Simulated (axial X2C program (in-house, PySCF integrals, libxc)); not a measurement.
# ClInCl⁻: properties at the nuclei

Calculated with an in-house all-electron X2C program for linear molecules (integrals from PySCF): two-component X2C with atomic mean-field Coulomb and Gaunt terms, Gaussian nuclei, basis Cl dyall-av3z, In dyall-v3z with contracted cores.

Cl–In–Cl held linear, with bonds 2.780 and 2.780 Å (near the PBE0 minimum at charge -1 of the determinant lowest at the starting distance; the state shown can have its own minimum elsewhere, held linear; other orders of the atoms were not compared).

Determinant lowest in the PBE0 search, Ω = 0 (closed shell), highest spinor 58% Cl p, 24% In s, 10% In d:

```json
{"level": "PBE0", "qzz Cl (a.u.)": "0.13", "qzz In (a.u.)": "-2.44"}
{"level": "HF", "qzz Cl (a.u.)": "0.03", "qzz In (a.u.)": "-1.91"}
{"level": "LDA", "qzz Cl (a.u.)": "0.12", "qzz In (a.u.)": "-2.68"}
```

qzz is the electric field gradient, eQq0 = 234.96 MHz × Q/barn × qzz. The operators were transformed with the bare-nucleus X2C matrices; with these basis sets, hyperfine constants and field gradients can be off by tens of per cent, and where levels differ in sign neither size nor sign is settled.

With Q(115In) = 0.772 barn (Q from Pyykkö, Mol. Phys. 2018), turn the PBE0 values of the first state into constants in MHz.

eQq0(115In) = 234.96 × (0.772) × (-2.44) = -443 MHz.

The molecule was held linear; bending was not examined, so a bent shape may lie lower.

Each state is one determinant with collinear spin. For an anion, determinants above electron detachment, or with a positive highest level, are held by the basis set. The search compared states at one distance, so a state with another bond length can lie lower. Where a field gradient or hyperfine factor spreads by more than a factor of two over the levels, a constant derived from it is not to be relied on.
